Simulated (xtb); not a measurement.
SnBr, SMILES [Br][Sn+] (connectivity only; charge and spin as stated), charge +1, multiplicity 1. All values are semi-empirical tight-binding results from xtb (GFN2-xTB unless named), good for trends rather than for accurate numbers. Coordinates come from a GFN2-xTB optimisation. The multiplicity is an assumed one; other spin states were not compared.

Optimised geometry:

Bonded distances (Å): Sn1–Br2 2.481.
Charge +1, spin multiplicity 1.

For metal compounds this method's bond lengths and energies can be far off.

- point group as xtb finds it = C∞v
- orbital gap = 4.70 eV

Computed atomic charges and the Wiberg bond orders between heavy atoms:
charges (e) Sn1 0.77, Br2 0.23. Bond orders Sn1–Br2 2.00.
